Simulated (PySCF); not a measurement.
Se(OH)₃ (doublet). Method: UB3LYP/[Se def2-SVP, O def2-SVP, H def2-SVP], no relativity, density fitting, PySCF.

Harmonic bands of its minimum:

```tsv
ω (cm⁻¹)	IR (km/mol)
73	10.5
209	162
265	19.0
342	28.7
378	145
506	55.4
514	29.3
564	153
673	33.1
860	80.7
919	115
1166	117
3691	102
3758	95.0
3793	61.5
```

Question: The central atom is Se. Infer the point group and assign the bands.

Answer: C1. The modes span 15a: 73 a, 209 a, 265 a, 342 a, 378 a, 506 a, 514 a, 564 a, 673 a, 860 a, 919 a, 1166 a, 3691 a, 3758 a, 3793 a. The computed geometry has O–H 0.969 Å, O–H 0.973 Å, O–H 0.977 Å, Se–O 1.796 Å, Se–O 1.863 Å, Se–O 1.940 Å; H–O–Se 103.4°, H–O–Se 110.0°, H–O–Se 110.4°, O–Se–O 81.1°, O–Se–O 86.3°, O–Se–O 163.2°.

Other isomers or separated fragments may lie lower.
